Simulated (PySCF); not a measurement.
Converging Cs2 in the basis (PBE0)

PySCF, UKS reference; singlet, unpaired electrons none; De to Cs + Cs without counterpoise correction.

```tsv
basis	relativity	functions	Re (Å)	ωe (cm⁻¹)	De (eV)
def2-SVP	scalar-relativistic core potentials	48	4.769	40.5	0.40
def2-SVPD	scalar-relativistic core potentials	54	4.769	40.5	0.40
def2-TZVP	scalar-relativistic core potentials	58	4.764	41.3	0.41
def2-TZVPP	scalar-relativistic core potentials	72	4.764	41.3	0.41
x2c-TZVPall	spin-free X2C	138	4.753	41.9	0.42
```

(1) How does each smaller set differ from the one with most functions, x2c-TZVPall?

Closed-shell solutions of metal pairs were not tested for spin polarisation, which can lower them a little. Spin–orbit coupling is left out.

Answers

(1) def2-SVP: +1.6 pm, -3.3 % in ωe, -0.02 eV in De; def2-SVPD: +1.6 pm, -3.3 % in ωe, -0.02 eV in De; def2-TZVP: +1.1 pm, -1.4 % in ωe, -0.01 eV in De; def2-TZVPP: +1.1 pm, -1.4 % in ωe, -0.01 eV in De. All at PBE0; the set with most functions is neither the basis-set limit nor always the best. The rows treat relativity differently, so the differences are not basis effects alone.
